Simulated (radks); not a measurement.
Results of a calculation; reference values are marked as such.
Problem. These are the eigenvalues of the occupied orbitals of an atom or ion with whole-number occupations (eV). Level of theory: scalar-relativistic Kohn-Sham, PBE, spin-polarised, spherical densities, finite nucleus; Fermi nuclear charge, rms radius of each element as measured or else 0.836 A^(1/3) + 0.57 fm (a radial shooting solver on a logarithmic mesh with Libxc functionals).

1s up: -31732.64
1s down: -31732.31
2s up: -4953.122
2s down: -4952.926
2p up: -4457.378
2p down: -4457.068
3s up: -1067.059
3s down: -1066.757
3p up: -905.8305
3p down: -905.4850
3d up: -661.9997
3d down: -661.6493
4s up: -262.7608
4s down: -261.4440
4p up: -212.0668
4p down: -210.8125
4d up: -137.2380
4d down: -136.1615

Which element is it, and in what charge state? The configuration may be excited. Open shells, if any, are filled with parallel spins first.

Solution. Z = 52, tellurium, charge +7: Te7+ in [Ar] 3d10 4s2 4p5 4d10. The list shows which subshells hold electrons but not how many an open one holds; the 1s level, -1166.2 hartree, gives Z - s = 48.3 by -(Z - s)^2/2, which with screening and relativity narrows Z to a few neighbours, and the depths of the outer levels then fix element, charge and occupations together.
